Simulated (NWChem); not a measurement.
System: CH2F2OSi; SMILES [SiH](F)(F)C=O

NWChem input:

```
start job
memory heap 200 mb stack 900 mb global 1100 mb
geometry units angstroms noautosym nocenter noautoz
  O      0.225273    -2.290265     0.000000
  C     -0.484434    -1.299944     0.000000
  Si     0.326335     0.453635     0.000000
  F     -0.190464     1.271639     1.311806
  F     -0.190464     1.271639    -1.311806
  H     -1.618026    -1.393384     0.000000
  H      1.814691     0.374634     0.000000
end
basis spherical
  * library 6-311g**
end
dft
  xc pbe0
  iterations 150
end
tddft
  cis
  ecut -9.0
  nroots 6
  notriplet
end
task tddft energy
```

The geometry was optimised at PBE-D3(BJ)/def2-SVP.

Core excitations by TDA in a window of 1s orbitals, non-relativistic and unshifted: absolute energies depend strongly on the exact-exchange share.

Q: Give the results of this calculation. (PBE0/6-311G** (spherical d), restricted-window TDA.) Quantities: first 1s excitation (eV); dipole oscillator strength of the first; first state with f > 0.002 (eV); dipole oscillator strength of that state.

A: The first 1s excitation (eV) is 275.5 and the dipole oscillator strength of the first comes out as 0.0501. The first state with f > 0.002 (eV) comes out as 275.5 and the dipole oscillator strength of that state is 0.0501.
